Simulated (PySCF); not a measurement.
## Orbital picture of GeTe⁻

BHandHLYP at R = 2.466 Å; Ge def2-TZVPPD, Te def2-TZVPPD with ECP28; scalar-relativistic core potentials (PySCF 2.14). State: ²Π (doublet), unpaired electrons π ↑. Only the outer orbitals are listed, counted within each symmetry, core potentials removing the inner ones.

```tsv
spin	orbital	occ.	ε (eV)	on Ge (%)	main shells (%)
α	10σ	1	-13.27	23	76 Te s, 19 Ge s
α	11σ	1	-8.58	71	70 Ge s, 17 Te s, 11 Te p
α	12σ	1	-2.71	48	50 Te p, 37 Ge p, 10 Ge s
α	6π	1	-2.66	31	69 Te p, 31 Ge p
α	6π	1	-2.25	20	80 Te p, 18 Ge p
α	7π	1	-0.09	65	59 Ge p, 28 Te p
α	7π	0	3.04	67	57 Ge p, 18 Te p, 15 Te d
β	10σ	1	-13.07	19	80 Te s, 14 Ge s
β	11σ	1	-7.76	71	70 Ge s, 15 Te s, 14 Te p
β	12σ	1	-2.50	50	49 Te p, 36 Ge p, 13 Ge s
β	6π	1	-2.23	17	82 Te p, 16 Ge p
β	6π	1	-1.92	13	87 Te p, 12 Ge p
β	7π	0	3.21	66	55 Ge p, 18 Te p, 16 Te d
```

Task: Which are the highest filled and the lowest empty level, where do they sit, and how wide is the gap?

Result: Highest filled α 7π at -0.09 eV (in %: 59 Ge p, 28 Te p); lowest empty α 7π at 3.04 eV (in %: 57 Ge p, 18 Te p, 15 Te d); the gap at BHandHLYP is 3.13 eV. Both belong to one degenerate shell, split only by its one-sided filling, so this is no excitation gap. An empty level above zero is unbound, and its energy depends on the basis.

The bond order (Mayer) is 1.93. The ⟨S²⟩ is 0.758, the charge on Ge (Mulliken, basis-dependent) is -0.27 and the charge on Ge (Löwdin, basis-dependent) is -0.35. The dipole moment (positive dipole points towards Te; it is taken about the centre of mass and depends on that origin) is 0.14 D.

Spin–orbit coupling is left out. The state is the lowest determinant that a PBE0 search found; another state may lie lower at other levels.
